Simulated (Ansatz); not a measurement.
Ideal-gas functions of GeH₃I, SMILES `[GeH3][I]` at 298.15 K and 1 bar, from an Ansatz frequency run at PBE0-D4/def2-TZVP.

Molar mass 202.54 g/mol, point group C3v (symmetry number 3), electronic degeneracy 1, moments of inertia 6.452, 307.805, 307.805 u Å². Harmonic wavenumbers (cm⁻¹, unscaled): 253, 542, 542, 814, 870, 870, 2172, 2185, 2186.

Use S(trans) = R[1.5 ln M + 2.5 ln T − 1.1517]; rotational temperatures θ = 24.2544 K / I; S(rot) = R[ln(√π/σ · √(T³/θAθBθC)) + 1.5]; for each mode x = 1.438777 ν̃/T, S = R[x/(eˣ − 1) − ln(1 − e⁻ˣ)] and H = RT x/(eˣ − 1); 1 cm⁻¹ = 0.0119627 kJ/mol; R = 8.31446 J/(mol·K).

Question: By hand: the entropy, in J/(mol·K).

Answer: Translation 175.1. Rotation: θ = 3.7592, 0.0788, 0.0788 K, giving 94.8. Vibration, mode by mode: 7.15, 2.35, 2.35, 0.82, 0.66, 0.66, 0.00, 0.00, 0.00, in all 14.0. Electronic 0.0. Sum 283.9 J/(mol·K).

Question: By hand: H − E and G − E in kJ/mol, counted from the electronic energy.

Answer: Zero-point energy ½ × 10434 × 0.0119627 = 62.4; thermal vibration 2.8; translation, rotation and pV give 4 RT = 9.9. H − E = 75.1 kJ/mol, and G − E = 75.1 − 298.15 × 283.9/1000 = -9.5 kJ/mol.

Vibration gives 5 % of the entropy.
